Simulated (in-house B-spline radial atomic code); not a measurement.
Hg⁺. Computed with a B-spline radial atomic code. Model: non-relativistic spherical atom: semilocal Troullier-Martins pseudo-atom, one channel per l, against all electrons, high spin, G0W0 and RPA with empty states to l = 8, local potential for every l without a channel, a model core (radius 0 = none) keeps its share of the functional.

The core holds an angular momentum without a channel of its own, so the local potential lets valence electrons into it.

Without relativity these are model numbers for so heavy an element.

What the tables leave out is listed at the end.

The pseudopotential gives back the lowest level of each angular momentum of its own functional in the configuration it was made in; a second state of the same l is only approximately right. Exact exchange, RPA and GW see the smooth pseudo-orbitals and miss the exchange with the core, for which the functional's share stands in. The column with an uncorrelated core keeps all orbitals and exact exchange, and so separates missing core correlation from pseudisation. Only the three outermost levels and the lowest empty one were computed. RPA here is direct RPA, with no exchange kernel, and its energies carry an (l + 1/2)⁻⁴ tail. A hybrid on a potential with a model core restores only its own semilocal share of the core's exchange.

Command:
```bash
python run_psgw.py task.json out
```
Settings (lengths in bohr, energies in hartree):
```
Z                      80
electrons              79
configuration          [Xe] 4f14 5d10 6s1
generated_in           [Xe] 4f14 5d10 6s2
functional             lda,vwn
core_shells            12
radius_factor          0.9
core_correction        True
ion_configuration      [Xe] 4f14 5d10
```

Cost of the run: 55 s on 1 thread of Arm Neoverse V2 (shared host).

Given: made with LDA VWN5; model core radius 1.021 bohr; local radius 1.337 bohr; mean-field start LDA VWN5.

Valence shells of the generating configuration: 5d, 6s.

Channel: s 2.254, p 3.041, d 1.036 (radii in bohr).

Computed: largest level miss in the spin-unpolarised generating configuration 0 eV; valence RPA correlation energy all-electron orbitals -0.56951 hartree; valence RPA correlation energy pseudo -0.98144 hartree; all-electron RPA polarisability, core included 21.114 bohr³; ionisation by mean-field all-electron 16.566 eV; ionisation by RPA all-electron 16.357 eV; ionisation by RPA pseudo minus all 1.011 eV.

```csv
level,occupied,mean-field all-electron (eV),mean-field pseudo minus all (eV),G0W0 all-electron (eV),G0W0 uncorrelated core minus all (eV),G0W0 pseudo minus all (eV),exchange self-energy all-electron (eV),exchange self-energy pseudo (eV)
6s up,1,-12.913,-0.011,-16.496,0.087,-0.546,-12.764,-11.372
5d down,?,?,?,?,?,?,?,?
5d up,1,-20.669,0.024,-26.692,-0.174,2.193,-36.023,-21.772
6s down (empty),0,-12.155,-0.011,-8.7988,0.088,-0.589,-4.0149,-2.643
```

Q: What belongs in the row 5d down?

A: occupied: 1; mean-field all-electron (eV): -20.46; mean-field pseudo minus all (eV): 0.037; G0W0 all-electron (eV): -26.458; G0W0 uncorrelated core minus all (eV): -0.172; G0W0 pseudo minus all (eV): 2.327; exchange self-energy all-electron (eV): -36.008; exchange self-energy pseudo (eV): -21.416.

Q: What is the ionisation by mean-field pseudo minus all?

A: 0.024 eV.

Q: What is the pseudo-atom RPA polarisability?

A: 21.103 bohr³.

Given: mean-field start PBE0.

Computed: valence RPA correlation energy pseudo -0.93935 hartree; all-electron RPA polarisability, core included 19.588 bohr³; pseudo-atom RPA polarisability 19.283 bohr³; ionisation by mean-field all-electron 15.881 eV; ionisation by mean-field pseudo minus all 0.404 eV; ionisation by RPA all-electron 16.213 eV.

```csv
level,occupied,mean-field all-electron (eV),mean-field pseudo minus all (eV),G0W0 all-electron (eV),G0W0 uncorrelated core minus all (eV),G0W0 pseudo minus all (eV),exchange self-energy all-electron (eV),exchange self-energy pseudo (eV)
6s up,1,-13.246,-0.359,-16.297,0.087,-0.724,-12.397,-11.405
5d down,1,-22.222,1.25,-26.674,-0.186,2.956,-36.229,-21.189
6s down (empty),0,-10.489,-0.347,-8.5669,0.086,-0.697,-3.6131,-2.5729
```

Q: What is the valence RPA correlation energy all-electron orbitals?

A: -0.53351 hartree.

Q: What is the ionisation by RPA pseudo minus all?

A: 1.072 eV.

Among the listed levels the largest G0W0 shift of the pseudo-atom is +2.96 eV, for 5d down on the PBE0 start, while leaving the core uncorrelated moves that level by -0.19 eV. So pseudisation and the lost core exchange, not the missing core correlation, make the error. Not in the tables (levels of low weight, unsolved or above zero; the highest and the empty levels are kept at any weight): on PBE0 the G0W0 levels 5d up (pseudo minus all +3.14 eV, weights 0.54 and 0.76); no Hartree-Fock pseudo-atom is run with a model core.
